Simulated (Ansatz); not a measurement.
A structure relaxed at PBE0-D4/def2-TZVP, charge 0, multiplicity 1:

```xyz
12

B     0.9611   -0.9900    0.9283
N     0.1425   -0.2557    0.0681
Ge   -0.7605    1.2859    0.6368
C     0.0057   -0.5995   -1.3075
F     0.5477    0.3945   -2.1075
H     1.0464   -0.6641    2.0772
H     1.5527   -1.9407    0.5003
H     0.0747    2.5293    0.3105
H    -0.9763    1.1418    2.1448
H    -2.0894    1.3136   -0.1350
H     0.5412   -1.5285   -1.5141
H    -1.0457   -0.6866   -1.6020
```

Task: Give its formula and SMILES.

Result: CH7BFGeN, `B[N]([GeH3])CF`.

Task: Summarise the bond lengths by kind.

Result: 1 × B–N 1.396 Å; 2 × B–H 1.197 to 1.199 Å; 1 × Ge–N 1.875 Å; 1 × C–N 1.424 Å; 3 × Ge–H 1.530 to 1.537 Å; 1 × C–F 1.386 Å; 2 × C–H 1.092 to 1.095 Å.

All numbers were calculated with Ansatz.
